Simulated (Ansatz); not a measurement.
`c1ccc(-c2ccc(-c3ccc(-c4ccc(-c5ccc(-c6ccc(-c7cccnc7)nc6)nc5)nc4)nc3)nc2)nc1`. The state is a singlet with charge 0. Geometry PBE-D4/def2-SVP; atoms count from 1.

Cartesian coordinates in Å:
```
C 1.379 13.822 -1.700
C 0.855 13.241 -0.536
C 0.741 11.848 -0.465
C 1.160 11.065 -1.567
C 1.073 9.583 -1.569
C 1.412 8.854 -2.729
C 1.322 7.464 -2.725
C 0.890 6.798 -1.554
C 0.757 5.325 -1.474
C 0.947 4.461 -2.573
C 0.798 3.084 -2.407
C 0.454 2.570 -1.134
C 0.274 1.123 -0.882
C 0.329 0.136 -1.888
C 0.149 -1.207 -1.557
C -0.087 -1.564 -0.209
C -0.286 -2.965 0.226
C -0.517 -3.259 1.588
C -0.701 -4.579 1.992
C -0.652 -5.614 1.029
C -0.834 -7.042 1.376
C -0.863 -8.024 0.363
C -1.038 -9.365 0.699
C -1.184 -9.727 2.059
C -1.380 -11.130 2.502
C -1.495 -11.425 3.878
C -1.679 -12.750 4.281
C -1.745 -13.750 3.296
N -1.641 -13.496 1.981
C -1.465 -12.222 1.607
N -1.148 -8.790 3.033
C -0.980 -7.510 2.703
N -0.437 -5.337 -0.278
C -0.262 -4.072 -0.656
N -0.142 -0.621 0.761
C 0.029 0.659 0.436
N 0.276 3.395 -0.076
C 0.420 4.708 -0.242
N 0.579 7.492 -0.435
C 0.670 8.821 -0.447
N 1.660 11.634 -2.688
C 1.763 12.965 -2.746
H 1.487 14.913 -1.801
H 0.533 13.866 0.311
H 0.324 11.378 0.437
H 1.743 9.415 -3.614
H 1.592 6.901 -3.630
H 1.208 4.856 -3.566
H 0.953 2.415 -3.265
H 0.504 0.408 -2.939
H 0.190 -1.970 -2.346
H -0.546 -2.421 2.299
H -0.888 -4.802 3.052
H -0.744 -7.697 -0.680
H -1.061 -10.126 -0.093
H -1.434 -10.592 4.594
H -1.771 -13.011 5.346
H -1.889 -14.807 3.582
H -1.386 -12.058 0.517
H -0.952 -6.804 3.552
H -0.092 -3.923 -1.737
H -0.023 1.404 1.247
H 0.266 5.355 0.637
H 0.409 9.319 0.504
H 2.177 13.383 -3.683
```

Single mean-field runs in def2-SVP are fitted with def2-universal-jkfit.

Estimate the Mulliken populations of the heavy atoms from the PBE0/def2-SVP orbitals of Ansatz.


```tsv
atom	charge (e)
C1	-0.06
C2	0.03
C3	-0.05
C4	0.04
C5	-0.04
C6	0.04
C7	-0.04
C8	0.06
C9	-0.04
C10	0.02
C11	-0.05
C12	0.05
C13	-0.04
C14	0.02
C15	-0.05
C16	0.05
C17	-0.04
C18	0.04
C19	-0.04
C20	0.05
C21	-0.04
C22	0.04
C23	-0.04
C24	0.06
C25	-0.05
C26	0.04
C27	-0.06
C28	0.05
N29	-0.18
C30	0.04
N31	-0.18
C32	0.05
N33	-0.18
C34	0.05
N35	-0.18
C36	0.09
N37	-0.17
C38	0.09
N39	-0.18
C40	0.05
N41	-0.19
C42	0.06
```
Mulliken values depend strongly on the basis.

And the Mayer bond orders between heavy atoms (over 0.3, the first 40 of 48)?

C1–C2 1.41 (1.40 Å); C1–C42 1.37 (1.41 Å); C2–C3 1.43 (1.40 Å); C3–C4 1.37 (1.42 Å); C4–C5 1.01 (1.48 Å); C4–N41 1.51 (1.35 Å); C5–C6 1.39 (1.41 Å); C5–C40 1.33 (1.41 Å); C6–C7 1.42 (1.39 Å); C7–C8 1.35 (1.42 Å); C8–C9 1.03 (1.48 Å); C8–N39 1.49 (1.35 Å); C9–C10 1.38 (1.41 Å); C9–C38 1.33 (1.42 Å); C10–C11 1.44 (1.40 Å); C11–C12 1.35 (1.41 Å); C12–C13 1.03 (1.48 Å); C12–N37 1.49 (1.35 Å); C13–C14 1.38 (1.41 Å); C13–C36 1.33 (1.42 Å); C14–C15 1.45 (1.40 Å); C15–C16 1.35 (1.41 Å); C16–C17 1.02 (1.48 Å); C16–N35 1.50 (1.35 Å); C17–C18 1.38 (1.41 Å); C17–C34 1.33 (1.41 Å); C18–C19 1.42 (1.39 Å); C19–C20 1.35 (1.42 Å); C20–C21 1.02 (1.48 Å); C20–N33 1.49 (1.35 Å); C21–C22 1.38 (1.41 Å); C21–C32 1.33 (1.41 Å); C22–C23 1.42 (1.39 Å); C23–C24 1.35 (1.41 Å); C24–C25 1.01 (1.48 Å); C24–N31 1.49 (1.35 Å); C25–C26 1.40 (1.41 Å); C25–C30 1.35 (1.41 Å); C26–C27 1.41 (1.40 Å); C27–C28 1.38 (1.41 Å).
